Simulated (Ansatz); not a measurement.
Consider the isomerisation: `NCB(O)Cl` → `OCNBCl`.

Isolated molecules relaxed with PBE0-D4/def2-TZVP in Ansatz; ΔE leaves out vibrations. CBS: MP2 limit from def2 TZ/QZ plus the TZ coupled-cluster correction, frozen cores. Functionals use def2-TZVPP. B3LYP here is the variant with VWN-RPA as its local correlation; programs differ in this. One conformer a species, not always the lowest.

Task: Is it downhill or uphill in electronic energy at CCSD(T)/CBS, and by how much? (An estimate is asked.)

Result: Computed: Uphill: ΔE = +61.6 kJ/mol.

Task: What do these levels give: B3LYP-D4, ωB97X-V, ωB97M-V, PBE, PBE0, B3LYP, MP2/def2-TZVPP, CCSD/def2-TZVPP, CCSD(T)/def2-TZVPP, HF/CBS(def2), MP2/CBS(def2), CCSD/CBS(def2)? (An estimate is asked.)

Result: The calculation gave: B3LYP-D4 56.8, ωB97X-V 58.2, ωB97M-V 61.9, PBE 57.6, PBE0 59.8, B3LYP 56.1, MP2/def2-TZVPP 62.2, CCSD/def2-TZVPP 60.0, CCSD(T)/def2-TZVPP 59.4, HF/CBS(def2) 56.1, MP2/CBS(def2) 64.4, CCSD/CBS(def2) 62.2 kJ/mol.

Largest T1 diagnostic among the species: 0.011.

In def2-TZVPP, CCSD(T) changes the Hartree–Fock value by +3.7 kJ/mol (the triples alone add −0.6 kJ/mol) and MP2 by +6.5 kJ/mol.
